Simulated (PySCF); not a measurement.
BI3, SMILES I[B-](I)I, charge -1, multiplicity 2. The structure is a stationary point at PBE-D3(BJ)/def2-SVPD. The def2 effective core potentials stand for the cores of I; spin–orbit coupling is left out.

Level of theory: PBE-D3(BJ)/def2-SVPD (PySCF 2.14.0).

Harmonic wavenumbers (cm⁻¹): 85, 85, 133, 313, 515, 515. Rotational constants (GHz): 0.5593, 0.5593, 0.2808; symmetry number 3.

Work out the zero-point energy and the ideal-gas rigid-rotor harmonic-oscillator thermochemistry at 298.15 K and 1 atm.

ZPE = ½ Σ hcν = ½ × 1646 cm⁻¹ = 2.35 kcal/mol. H − E(el) = 6.62 kcal/mol. Entropy in cal/(mol K): translation 43.79, rotation 30.39, vibration 13.03, spin 1.38, total 88.58. G − E(el) = -19.79 kcal/mol. Cp = 17.87 cal/(mol K). Modes under 150 cm⁻¹ make the vibrational entropy uncertain.
